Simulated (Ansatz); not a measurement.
`[Cl][Ga]1[CH2]S[CH2]1` at its PBE0-D4/def2-TZVP geometry, where that method's forces vanish. The species carries charge 0 and has multiplicity 1.

```xyz
9

Cl   -0.4394   -2.3220   -2.1385
Ga   -0.1445   -0.7646   -0.7041
C     0.2128   -0.6522    1.2408
S     0.2203    1.1677    1.0755
C    -0.1062    1.2156   -0.7218
H    -0.5786   -1.0055    1.9036
H     1.1725   -1.0418    1.5838
H     0.7071    1.6829   -1.2791
H    -1.0440    1.7198   -0.9600
```

(1) What forces (eV/Å) does PBE-D4/def2-TZVPP give on these atoms in Ansatz? (Estimate.)

## Answers

(1) Ansatz gave: 
```
Cl1 -0.043 -0.226 -0.208
Ga2 -0.006 -0.031 -0.029
C3   0.016 -0.053  0.088
S4   0.047  0.250  0.230
C5  -0.008  0.085 -0.058
H6  -0.164 -0.098  0.127
H7   0.193 -0.105  0.062
H8   0.161  0.085 -0.138
H9  -0.196  0.093 -0.074
```
